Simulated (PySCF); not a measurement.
# Radial density of Co(23+) (cobalt, charge +23)

r2SCANh, [He] 2s2, closed-shell 1S. Computed with PySCF 2.14 in an uncontracted even-tempered set (19 s from 6 bohr⁻², ratio 2.2; 8 p from 9.3 bohr⁻², ratio 2.4; 6 d from 28 bohr⁻², ratio 2.4; 5 f from 42 bohr⁻², ratio 2.4; 4 g from 63 bohr⁻², ratio 2.4), with the spin-free X2C one-electron Hamiltonian (Gaussian nucleus).

```csv
r (bohr),4πr²ρ (e/bohr)
0.00123,0.3394
0.00206,0.8595
0.00347,2.117
0.00583,4.974
0.00981,10.77
0.0165,20.25
0.0278,29.81
0.0467,28.67
0.0786,13.81
0.132,7.468
0.222,9.459
0.374,2.279
0.629,0.03508
```

Densities and radii are taken from the X2C orbitals without a picture-change correction, which distorts them close to the nucleus.
